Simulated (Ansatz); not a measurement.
A nudged elastic band was laid between two geometries of ClF₂H₄NOZr (10 atoms, charge 0, multiplicity 1).

Theory: RKS PBE/def2-SVP (Ansatz 0.2.0).

```json
{
  "movable images": "7",
  "climbing image": "yes",
  "spring": "5.0 eV/Å²",
  "optimiser": "quadratic models (default)",
  "start path": "through a guess of the saddle point",
  "force threshold": "0.03 eV/Å",
  "iteration limit": "60",
  "end points": "relaxed"
}
```

Image 0:

```xyz
10
Properties=species:S:1:pos:R:3
Zr 0.022 0.147 0.239
N -0.154 -0.126 2.275
H -0.627 0.493 2.944
H -0.138 -1.070 2.683
F 1.840 0.226 -0.438
Cl -1.617 1.508 -0.825
F -0.361 -1.655 -0.285
O 0.936 2.153 1.236
H 1.785 2.322 0.780
H 1.187 1.699 2.072
```

Image 8:

```xyz
10
Properties=species:S:1:pos:R:3
Zr 0.415 0.448 0.063
N -0.327 0.260 2.408
H -1.307 0.542 2.544
H -0.229 -0.695 2.782
F 1.091 0.589 -1.733
Cl -1.823 1.284 -0.255
F 0.692 -1.442 0.355
O 1.690 1.648 0.936
H 2.420 2.186 0.586
H 0.253 0.877 2.995
```

What changes between the two ends?

Bonds broken: O8–H10. Bonds formed: N2–H10.

What energy profile does the band end with?

The run converged. The highest image is number 3 of 0 to 8, 2.0 kcal/mol above the first end and 26.4 kcal/mol above the last; the last end lies 24.4 kcal/mol below the first. Beside the main top the profile has a ripple of under 15 meV (maxima at images 3, 7), which may be a very shallow well or noise. A vibrational analysis at the climbing image gives one clearly imaginary mode, 400i cm⁻¹: a first-order saddle point. The orbitals stay closed-shell, which can raise the energy where a bond breaks towards radicals; this wasn't checked here.

| image | path coordinate (Å) | energy (kcal/mol) | O8–H10 (Å) | N2–H10 (Å) |
| --- | --- | --- | --- | --- |
| 0 | 0.00 | 0.0 | 0.98 | 2.27 |
| 1 | 0.48 | 0.1 | 0.99 | 2.09 |
| 2 | 0.95 | 0.6 | 1.01 | 1.83 |
| 3 | 1.43 | 2.0 | 1.11 | 1.48 |
| 4 | 2.27 | -15.5 | 1.80 | 1.05 |
| 5 | 3.12 | -21.6 | 2.18 | 1.03 |
| 6 | 3.96 | -24.2 | 2.52 | 1.03 |
| 7 | 4.80 | -24.0 | 3.07 | 1.03 |
| 8 | 5.64 | -24.4 | 2.63 | 1.03 |

What is the geometry of the highest image?


```xyz
10
Properties=species:S:1:pos:R:3:forces:R:3
Zr 0.097 0.270 0.131 0.00 0.00 0.00
N -0.078 0.154 2.310 0.00 0.00 0.00
H -1.007 0.296 2.732 0.00 0.00 0.00
H 0.332 -0.663 2.784 0.00 0.00 0.00
F 1.776 0.205 -0.798 0.00 0.00 0.00
Cl -1.698 1.405 -0.921 0.00 0.00 0.00
F -0.300 -1.595 -0.079 0.00 0.00 0.00
O 1.039 2.003 1.229 0.00 0.00 0.00
H 1.980 2.256 1.210 0.00 0.00 0.00
H 0.730 1.367 2.082 0.00 0.00 0.00
```

Time of the run: 4.8 min on 4 threads of Arm Neoverse V1, on a shared host, peak memory 0.2 GiB.
